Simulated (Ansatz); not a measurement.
Energy profile

The step: BHCl₂ ([Cl][BH][Cl]) + NH₃ + HF → BNH₂Cl₂ ([NH2][B]([Cl])[Cl]) + HF + H₂; bonds formed: H2–H7, H5–F8; dative contacts that become bonds: B1–N6; bonds broken: B1–H2, H5–N6, H7–F8 (atoms numbered as in the saddle structure below).

```
10
angstrom
B -0.6383 0.0604 -0.5466
H 0.2788 1.1235 -0.9096
Cl -0.6137 -0.8591 -2.0864
Cl -2.0797 1.0692 -0.1954
H 1.0289 -0.0766 0.8479
N -0.0950 -0.6998 0.6472
H 0.9090 1.0082 -0.3364
F 1.8402 0.6774 0.6837
H 0.0682 -1.6776 0.4375
H -0.6985 -0.6257 1.4579
```

Electronic energies by CCSD(T) at an estimated basis limit (MP2 extrapolated from triple and quadruple zeta, plus CCSD(T) − MP2 in triple zeta), on PBE0-D4/def2-TZVP structures; BNH$_{5}$Cl$_{2}$F, singlet; no counterpoise correction. Ansatz 0.2.0; basis: def2-TZVPP and def2-QZVPP; cores frozen in the correlated methods. Extrapolation: Hartree–Fock as exp(−7.88 √X), correlation as X^−2.97.

Problem. Give the profile in kJ/mol, counted from the separated reactants. (An estimate is asked for; the value comes from the calculation.)

Solution. By the calculation:
```csv
point,kJ/mol
"separated: BHCl$_{2}$ (linked as [Cl][BH][Cl]; B1, H2, Cl3, Cl4; singlet) + NH$_{3}$ (H5, N6, H9, H10; singlet) + HF (H7, F8; singlet)",0.0
start structure,-158.8
saddle,5.8
end structure,-120.1
"separated: BNH$_{2}$Cl$_{2}$ (linked as [NH2][B]([Cl])[Cl]; B1, Cl3, Cl4, N6, H9, H10; singlet) + H$_{2}$ (H2, H7; singlet) + HF (H5, F8; singlet)",-101.3
```

The T1 diagnostic stays at or below 0.012.

For scale, one of the runs: CCSD(T)/def2-TZVPP, 247 basis functions, launched by `ansatz run in.yaml --threads 8 --pin off --events-out ev --progress --plain --max-ram 19148MiB`. Hardware: 8 CPU threads of an Arm Neoverse V1, shared host. Wall time 110 s; peak host memory 5.2 GiB.
